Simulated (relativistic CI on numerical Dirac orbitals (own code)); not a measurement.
Method of calculation: Dirac-Coulomb-Breit CI, KLI orbitals optimised for each configuration, model QED (radiative potential, 1s self-energy scaled to tabulated hydrogen-like ionisation energies), unscaled Slater integrals (own radial code, finite nucleus).

The strongest absorption lines from the ground level of an ion, among the configurations computed and to levels below about 666 eV (vacuum wavelength in nm, gf): 3.6235 (0.088), 3.6793 (1.8), 3.6845 (2.5), 3.6865 (4), 4.7198 (0.65), 5.4855 (2.5), 5.5844 (1.3), 6.1048 (0.087).

Which ion is it?
A. Hf37+
B. Ra53+
C. Os41+
D. Hg45+

D. Hg45+ has 35 electrons and the ground level 4s2.4p5 2P°_3/2; the strongest line goes to 4s2.4p4.4d 2D_5/2. The pattern of lines fixes the number of electrons, and along that sequence the line energies rise steadily with the charge (about as its square where n changes within one kind of shell, about linearly where n is kept but much faster in heavy ions where fine structure, which grows about as Z⁴, sets the gap, and irregularly where shells cross), which fixes Z. Configurations outside the model, such as inner-shell arrays, can give stronger lines. At this charge energies of transitions that change n are usually good to better than 1 %, and those within a shell (Δn = 0) to a few per cent.

LS names give the leading component of a level, which can be under half, so a name can repeat, a term be missing and a line seem to break the LS rules.
